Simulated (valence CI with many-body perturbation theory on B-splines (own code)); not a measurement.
**Level structure of Ca XVI**

Calculated by relativistic CI+MBPT: three valence electrons over a frozen Dirac-Fock core [He], a basis of 11 s, 11 p, 10 d, 8 f, 5 g, 2 h functions for each j, with the one-electron correlation potential Σ1 (screened to all orders), the two-electron term Σ2, the three-electron term Σ3, Breit, model QED; selected single and double excitations, second order for the rest, scaled by the run's own slope (own B-spline code, finite nucleus).

No measured levels were compared; by estimate levels of excited configurations hold to 0.05 to 0.15 % of their energy, terms of the ground configuration to about 0.5 %.

Levels 91 to 135 of 195, with energies above the lowest level, 2s²2p ²P°_1/2. "Leading %" is the weight of the configuration and term that name the level; weights of strongly mixed levels are sums over their largest components and can fall short. In the jj column 3d3/2^4 stands for four electrons in 3d with j = 3/2.

```csv
No.,Configuration,Term,J,E (eV),Leading %,Second component,Leading jj
91,2p²3d,⁴F,7/2,663.94,90,9 % 2p²3d ⁴D,2p1/2 2p3/2 3d5/2 (76 %)
92,2p²3p,²F°,5/2,664.01,84,10 % 2p²3p ²D°,2p3/2^2 3p3/2 (25 %)
93,2p²3p,²F°,7/2,664.86,91,5 % 2s2p3d ²F°,2p3/2^2 3p3/2 (51 %)
94,2p²3d,²P,3/2,665.31,53,36 % 2p²3d ⁴D,2p1/2 2p3/2 3d3/2 (72 %)
95,2p²3d,⁴F,9/2,665.64,96,4 % 2p²3d ²G,2p1/2 2p3/2 3d5/2 (53 %)
96,2p²3d,⁴D,1/2,665.74,84,14 % 2p²3d ²P,2p1/2 2p3/2 3d3/2 (98 %)
97,2p²3d,²F,5/2,665.89,46,39 % 2p²3d ⁴D,2p1/2 2p3/2 3d3/2 (56 %)
98,2p²3d,⁴D,7/2,666.95,61,31 % 2p²3d ²F,2p1/2 2p3/2 3d5/2 (48 %)
99,2p²3d,⁴D,3/2,667.19,52,41 % 2p²3d ²P,2p1/2 2p3/2 3d5/2 (68 %)
100,2p²3d,²F,5/2,667.53,53,35 % 2p²3d ⁴D,2p1/2 2p3/2 3d5/2 (79 %)
101,2p²3p,²D°,3/2,668.53,84,11 % 2p²3p ²P°,2p1/2 2p3/2 3p1/2 (36 %)
102,2p²3p,²D°,5/2,668.86,95,,2p1/2 2p3/2 3p3/2 (51 %)
103,2p²3d,²P,1/2,669.50,81,14 % 2p²3d ⁴D,2p3/2^2 3d5/2 (57 %)
104,2p²3d,⁴P,5/2,670.62,81,13 % 2p²3d ⁴D,2p1/2 2p3/2 3d5/2 (42 %)
105,2p²3d,²F,7/2,670.66,64,29 % 2p²3d ⁴D,2p3/2^2 3d5/2 (77 %)
106,2p²3s,²S,1/2,671.04,77,7 % 2p²3d ²S,2p3/2^2 3s (63 %)
107,2p²3p,²P°,1/2,671.43,96,,2p1/2 2p3/2 3p3/2 (80 %)
108,2p²3d,⁴P,3/2,671.47,90,5 % 2p²3d ⁴D,2p1/2 2p3/2 3d3/2 (42 %)
109,2p²3d,⁴P,1/2,671.96,90,6 % 2p²3s ²S,2p3/2^2 3d3/2 (45 %)
110,2p²3p,²P°,3/2,673.91,84,11 % 2p²3p ²D°,2p3/2^2 3p3/2 (74 %)
111,2p²3d,²G,7/2,676.63,88,11 % 2p²3d ²F,2p1/2 2p3/2 3d3/2 (38 %)
112,2p²3d,²D,5/2,676.93,88,10 % 2p²3d ²F,2p1/2 2p3/2 3d5/2 (45 %)
113,2p²3d,²D,3/2,677.16,93,,2p1/2 2p3/2 3d5/2 (58 %)
114,2p²3d,²G,9/2,677.18,96,4 % 2p²3d ⁴F,2p3/2^2 3d5/2 (53 %)
115,2p²3d,²D,3/2,680.25,96,,2p1/2 2p3/2 3d3/2 (38 %)
116,2p²3d,²D,5/2,680.75,58,38 % 2p²3d ²F,2p1/2 2p3/2 3d3/2 (37 %)
117,2p²3d,²F,7/2,681.80,93,5 % 2p²3d ²G,2p1/2 2p3/2 3d5/2 (48 %)
118,2p²3d,²F,5/2,683.47,51,47 % 2p²3d ²D,2p3/2^2 3d5/2 (67 %)
119,2p²3d,²P,1/2,683.76,96,,2p1/2 2p3/2 3d5/2 (41 %)
120,2p²3d,²P,3/2,685.20,93,,2p3/2^2 3d5/2 (55 %)
121,2p²3d,²S,1/2,686.27,89,5 % 2p²3s ²S,2p3/2^2 3d5/2 (25 %)
122,2p²3p,²P°,1/2,686.81,92,5 % 2s²3p ²P°,2p3/2^2 3p1/2 (75 %)
123,2p²3p,²P°,3/2,687.37,91,5 % 2s²3p ²P°,2p3/2^2 3p3/2 (71 %)
124,2p²3d,²D,5/2,700.22,93,4 % 2s²3d ²D,2p3/2^2 3d5/2 (70 %)
125,2p²3d,²D,3/2,700.69,94,4 % 2s²3d ²D,2p3/2^2 3d3/2 (76 %)
126,2s²4s,²S,1/2,739.98,94,5 % 2p²4s ²S,2s^2 4s (94 %)
127,2s²4p,²P°,1/2,746.51,94,5 % 2p²4p ²P°,2s^2 4p1/2 (94 %)
128,2s²4p,²P°,3/2,747.03,94,5 % 2p²4p ²P°,2s^2 4p3/2 (94 %)
129,2s²4d,²D,3/2,752.41,95,5 % 2p²4d ²D,2s^2 4d3/2 (95 %)
130,2s²4d,²D,5/2,752.55,95,5 % 2p²4d ²D,2s^2 4d5/2 (95 %)
131,2s²4f,²F°,5/2,755.67,95,5 % 2p²4f ²F°,2s^2 4f5/2 (95 %)
132,2s²4f,²F°,7/2,755.73,95,5 % 2p²4f ²F°,2s^2 4f7/2 (95 %)
133,2s2p4s,⁴P°,1/2,772.22,94,5 % 2s2p4s ²P°,2s 2p1/2 4s (95 %)
134,2s2p4s,⁴P°,3/2,773.51,92,6 % 2s2p4s ²P°,2s 2p1/2 4s (71 %)
135,2s2p4s,²P°,1/2,775.36,94,5 % 2s2p4s ⁴P°,2s 2p1/2 4s (76 %)
```

Names give the largest LS component (configuration and term), which can be under half, so a name can repeat, a term be missing and a line seem to break the LS rules; names also repeat where a configuration has a term twice.
